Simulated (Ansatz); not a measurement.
Mulliken charges of `[F][Ga]([F])[SeH]` from ωB97M-V/def2-TZVPP in Ansatz (PBE0-D4/def2-TZVP geometry).

```
atom   x (Å)   y (Å)   z (Å)  charge (e)
  F1  -0.198  -1.524   1.704      -0.359
 Ga2   0.186  -0.404   0.431       0.778
  F3   1.888  -0.173   0.152      -0.360
 Se4  -1.433   0.672  -0.773      -0.160
  H5  -0.393   1.356  -1.556       0.101
```

Q: By hand: the dipole of these point charges (1 e Å = 4.8032 D).

A: Σ q r = (-0.274, 0.325, -0.365) e Å, of length 0.560 e Å = 2.69 D.

Q: How does the dipole of the full density compare? (Best estimate.)

A: Computed: (-0.261, 0.288, -0.323) e Å, 2.43 D; the point charges give 1.11 times that, at 2° from its direction.

Point charges leave out the atoms' own dipoles, such as those of lone pairs, and Mulliken's split depends on the basis, so the close match here is no proof of good charges.
